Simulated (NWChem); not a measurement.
System: C2H7NSi; SMILES C=C[SiH2]N

NWChem printed, in part:

```
             Northwest Computational Chemistry Package (NWChem) 7.3.0
             --------------------------------------------------------

 CS  symmetry detected

                             Geometry "geometry" -> ""
                             -------------------------

 Output coordinates in angstroms (scale by  1.889725989 to convert to a.u.)

  No.       Tag          Charge          X              Y              Z
 ---- ---------------- ---------- -------------- -------------- --------------
    1 Si                  14.0000     0.61054395     0.65920283     0.00000000
    2 N                    7.0000    -0.92429554     1.45796469     0.00000000
    3 C                    6.0000     0.50745050    -1.21529968     0.00000000
    4 C                    6.0000    -0.65885592    -1.87055438     0.00000000
    5 H                    1.0000     1.36030819     1.09988278    -1.21764500
    6 H                    1.0000     1.36030819     1.09988278     1.21764500
    7 H                    1.0000    -1.49494769     1.48818651     0.83631500
    8 H                    1.0000    -1.49494769     1.48818651    -0.83631500
    9 H                    1.0000     1.43506809    -1.80531746     0.00000000
   10 H                    1.0000    -1.61083535    -1.32564442     0.00000000
   11 H                    1.0000    -0.72406780    -2.96464485     0.00000000

 Effective nuclear repulsion energy (a.u.)     158.3691682682

      Symmetry information
      --------------------

 Group name             Cs
 Group number              2
 Group order               2
 No. of unique centers     9

                                Z-matrix (autoz)
                                --------

 Units are Angstrom for bonds and degrees for angles

      Type          Name      I     J     K     L     M      Value
      ----------- --------  ----- ----- ----- ----- ----- ----------
    1 Stretch                  1     2                       1.73025
    2 Stretch                  1     3                       1.87734
    3 Stretch                  1     5                       1.49633
    4 Stretch                  1     6                       1.49633
    5 Stretch                  2     7                       1.01291
    6 Stretch                  2     8                       1.01291
    7 Stretch                  3     4                       1.33777
    8 Stretch                  3     9                       1.09936
    9 Stretch                  4    10                       1.09690
   10 Stretch                  4    11                       1.09603
   11 Bend                     1     2     7               120.89917
   12 Bend                     1     2     8               120.89917
   13 Bend                     1     3     4               122.47613
   14 Bend                     1     3     9               119.31072
   15 Bend                     2     1     3               114.34542
   16 Bend                     2     1     5               107.97017
   17 Bend                     2     1     6               107.97017
   18 Bend                     3     1     5               108.75843
   19 Bend                     3     1     6               108.75843
   20 Bend                     3     4    10               120.88515
   21 Bend                     3     4    11               122.73917
   22 Bend                     4     3     9               118.21315
   23 Bend                     5     1     6               108.92871
   24 Bend                     7     2     8               111.31061
   25 Bend                    10     4    11               116.37568
   26 Torsion                  1     3     4    10           0.00000
   27 Torsion                  1     3     4    11         180.00000
   28 Torsion                  2     1     3     4           0.00000
   29 Torsion                  2     1     3     9         180.00000
   30 Torsion                  3     1     2     7          74.20143
   31 Torsion                  3     1     2     8         -74.20143
   32 Torsion                  4     3     1     5        -120.75036
   33 Torsion                  4     3     1     6         120.75036
   34 Torsion                  5     1     2     7        -164.61216
   35 Torsion                  5     1     2     8          46.98498
   36 Torsion                  5     1     3     9          59.24964
   37 Torsion                  6     1     2     7         -46.98498
   38 Torsion                  6     1     2     8         164.61216
   39 Torsion                  6     1     3     9         -59.24964
   40 Torsion                  9     3     4    10         180.00000
   41 Torsion                  9     3     4    11           0.00000

  xc_inp: hfexch multiplicative factor not found.

                           NWChem Geometry Optimization
                           ----------------------------

 maximum gradient threshold         (gmax) =   0.000450
 rms gradient threshold             (grms) =   0.000300
 maximum cartesian step threshold   (xmax) =   0.001800
 rms cartesian step threshold       (xrms) =   0.001200
 fixed trust radius                (trust) =   0.300000
 source of zmatrix                         =   autoz

          -------------------
          Energy Minimization
          -------------------

 Using diagonal initial Hessian
 Scaling for Hessian diagonals: bonds = 1.00  angles = 0.25  torsions = 0.10

          --------
          Step   0

                                 NWChem DFT Module
                                 -----------------

 Summary of "ao basis" -> "ao basis" (spherical)
 ------------------------------------------------------------------------------
       Tag                 Description            Shells   Functions and Types
 ---------------- ------------------------------  ------  ---------------------
 Si                          3-21g                   7       13   4s3p
 N                           3-21g                   5        9   3s2p
 C                           3-21g                   5        9   3s2p
 H                           3-21g                   2        2   2s

      Symmetry analysis of basis
      --------------------------

        a'         41
        a"         13

            General Information
            -------------------
          SCF calculation type: DFT
          Wavefunction type:  closed shell.
          No. of atoms     :    11
          No. of electrons :    40
           Alpha electrons :    20
            Beta electrons :    20
          Charge           :     0
          Spin multiplicity:     1
          Use of symmetry is: on ; symmetry adaption is: on
          Maximum number of iterations: 150
          AO basis - number of functions:    54
                     number of shells:    36
          Convergence on energy requested:  1.00D-06
          Convergence on density requested:  1.00D-05
          Convergence on gradient requested:  5.00D-04

              XC Information
              --------------
                     Hartree-Fock (Exact) Exchange  1.000

      Superposition of Atomic Density Guess
      -------------------------------------

 Sum of atomic energies:        -419.74749356

      Non-variational initial energy
      ------------------------------

 Total energy =    -421.777346
 1-e energy   =    -890.632100
 2-e energy   =     310.485585
 HOMO         =      -0.302513
 LUMO         =       0.014432

      Symmetry analysis of molecular orbitals - initial
      -------------------------------------------------

  Numbering of irreducible representations:

     1 a'          2 a"

  Orbital symmetries:

[...]

      ----------------------
      Optimization converged
      ----------------------

  Step       Energy      Delta E   Gmax     Grms     Xrms     Xmax
  ---- ---------------- -------- -------- -------- -------- --------
@    8    -420.92228903 -2.8D-07  0.00002  0.00001  0.00078  0.00163
                                     ok       ok       ok       ok

                                Z-matrix (autoz)
                                --------

 Units are Angstrom for bonds and degrees for angles

      Type          Name      I     J     K     L     M      Value     Gradient
      ----------- --------  ----- ----- ----- ----- ----- ---------- ----------
    1 Stretch                  1     2                       1.74210    0.00001
    2 Stretch                  1     3                       1.89674   -0.00001
    3 Stretch                  1     5                       1.49035    0.00001
    4 Stretch                  1     6                       1.49035    0.00001
    5 Stretch                  2     7                       0.99972   -0.00002
    6 Stretch                  2     8                       0.99972   -0.00002
    7 Stretch                  3     4                       1.32116   -0.00002
    8 Stretch                  3     9                       1.07904   -0.00000
    9 Stretch                  4    10                       1.07506   -0.00002
   10 Stretch                  4    11                       1.07526   -0.00001
   11 Bend                     1     2     7               123.29683   -0.00000
   12 Bend                     1     2     8               123.29683   -0.00000
   13 Bend                     1     3     4               122.82289    0.00002
   14 Bend                     1     3     9               118.35169   -0.00001
   15 Bend                     2     1     3               113.34351   -0.00000
   16 Bend                     2     1     5               108.61156   -0.00000
   17 Bend                     2     1     6               108.61156   -0.00000
   18 Bend                     3     1     5               108.87341   -0.00001
   19 Bend                     3     1     6               108.87341   -0.00001
   20 Bend                     3     4    10               121.43243    0.00001
   21 Bend                     3     4    11               122.62131   -0.00000
   22 Bend                     4     3     9               118.82542   -0.00001
   23 Bend                     5     1     6               108.42020    0.00001
   24 Bend                     7     2     8               113.40461    0.00000
   25 Bend                    10     4    11               115.94626   -0.00001
   26 Torsion                  1     3     4    10           0.00000   -0.00000
   27 Torsion                  1     3     4    11         180.00000    0.00000
   28 Torsion                  2     1     3     4           0.00000    0.00000
   29 Torsion                  2     1     3     9         180.00000    0.00000
   30 Torsion                  3     1     2     7          90.25573    0.00000
   31 Torsion                  3     1     2     8         -90.25573   -0.00000
   32 Torsion                  4     3     1     5        -120.99004    0.00000
   33 Torsion                  4     3     1     6         120.99004   -0.00000
   34 Torsion                  5     1     2     7        -148.60674   -0.00001
   35 Torsion                  5     1     2     8          30.88181   -0.00001
   36 Torsion                  5     1     3     9          59.00996    0.00000
   37 Torsion                  6     1     2     7         -30.88181    0.00001
   38 Torsion                  6     1     2     8         148.60674    0.00001
   39 Torsion                  6     1     3     9         -59.00996   -0.00000
   40 Torsion                  9     3     4    10         180.00000    0.00000
   41 Torsion                  9     3     4    11           0.00000    0.00000

                         Geometry "geometry" -> "geometry"
                         ---------------------------------

 Output coordinates in angstroms (scale by  1.889725989 to convert to a.u.)

[...]

 Rotational Constants
 --------------------
 A=   0.348721 cm-1  (  0.501721 K)
 B=   0.131021 cm-1  (  0.188506 K)
 C=   0.100165 cm-1  (  0.144112 K)

 Temperature                      =   298.15K
 frequency scaling parameter      =   1.0000

 Zero-Point correction to Energy  =   57.328 kcal/mol  (  0.091358 au)
 Thermal correction to Energy     =   61.173 kcal/mol  (  0.097485 au)
 Thermal correction to Enthalpy   =   61.765 kcal/mol  (  0.098429 au)

 Total Entropy                    =   77.057 cal/mol-K
   - Translational                =   38.764 cal/mol-K (mol. weight =  73.0348)
   - Rotational                   =   25.358 cal/mol-K (symmetry #  =        1)
   - Vibrational                  =   12.934 cal/mol-K

 Cv (constant volume heat capacity) =   20.400 cal/mol-K
   - Translational                  =    2.979 cal/mol-K
   - Rotational                     =    2.979 cal/mol-K
   - Vibrational                    =   14.441 cal/mol-K

[normal modes left out]

 ----------------------------------------------------------------------------
 Normal Eigenvalue ||           Projected Infra Red Intensities
  Mode   [cm**-1]  || [atomic units] [(debye/angs)**2] [(KM/mol)] [arbitrary]
 ------ ---------- || -------------- ----------------- ---------- -----------
    1       -0.000 ||    0.000015           0.000         0.015       0.002
    2        0.000 ||    0.000159           0.004         0.155       0.025
    3        0.000 ||    0.000153           0.004         0.149       0.024
    4        0.000 ||    0.000002           0.000         0.001       0.000
    5        0.000 ||    0.001052           0.024         1.025       0.166
    6        0.000 ||    0.000376           0.009         0.366       0.059
    7       58.750 ||    0.000603           0.014         0.588       0.095
    8      163.020 ||    0.000025           0.001         0.025       0.004
    9      176.897 ||    0.000744           0.017         0.725       0.118
   10      447.936 ||    0.007531           0.174         7.341       1.191
   11      456.018 ||    0.003027           0.070         2.951       0.479
   12      556.446 ||    0.341165           7.871       332.585      53.972
   13      655.830 ||    0.047600           1.098        46.403       7.530
   14      681.597 ||    0.036830           0.850        35.903       5.826
   15      848.473 ||    0.082532           1.904        80.456      13.057
   16      902.056 ||    0.001074           0.025         1.047       0.170
   17      986.144 ||    0.489709          11.298       477.392      77.472
   18     1007.947 ||    0.082944           1.914        80.858      13.122
   19     1016.061 ||    0.237704           5.484       231.725      37.605
   20     1142.620 ||    0.025417           0.586        24.778       4.021
   21     1159.068 ||    0.071999           1.661        70.188      11.390
   22     1183.560 ||    0.001315           0.030         1.282       0.208
   23     1439.107 ||    0.000598           0.014         0.583       0.095
   24     1595.325 ||    0.016377           0.378        15.965       2.591
   25     1774.868 ||    0.057892           1.336        56.436       9.158
   26     1805.391 ||    0.007035           0.162         6.858       1.113
   27     2248.919 ||    0.262439           6.055       255.839      41.518
   28     2264.853 ||    0.212750           4.908       207.399      33.657
   29     3283.671 ||    0.014656           0.338        14.287       2.319
   30     3301.848 ||    0.013739           0.317        13.393       2.173
   31     3369.122 ||    0.017635           0.407        17.192       2.790
   32     3746.477 ||    0.022508           0.519        21.942       3.561
   33     3848.637 ||    0.028364           0.654        27.650       4.487
 ----------------------------------------------------------------------------
```

Level: Hartree-Fock/3-21G. 

### Question
Which NWChem input produces such a log?

### Answer
This is not unique; one that fits is the input that was run:
```
start job
memory heap 200 mb stack 900 mb global 1100 mb
geometry units angstroms
  Si     0.596109     0.654337     0.000000
  N     -0.947651     1.435719     0.000000
  C      0.514186    -1.221210     0.000000
  C     -0.644648    -1.889591     0.000000
  H      1.340850     1.103454    -1.217645
  H      1.340850     1.103454     1.217645
  H     -1.518608     1.459496     0.836315
  H     -1.518608     1.459496    -0.836315
  H      1.448406    -1.800717     0.000000
  H     -1.602719    -1.355464     0.000000
  H     -0.697503    -2.984348     0.000000
end
basis spherical
  * library 3-21g
end
dft
  xc hfexch
  iterations 150
end
driver
  maxiter 120
end
task dft optimize
task dft freq
```
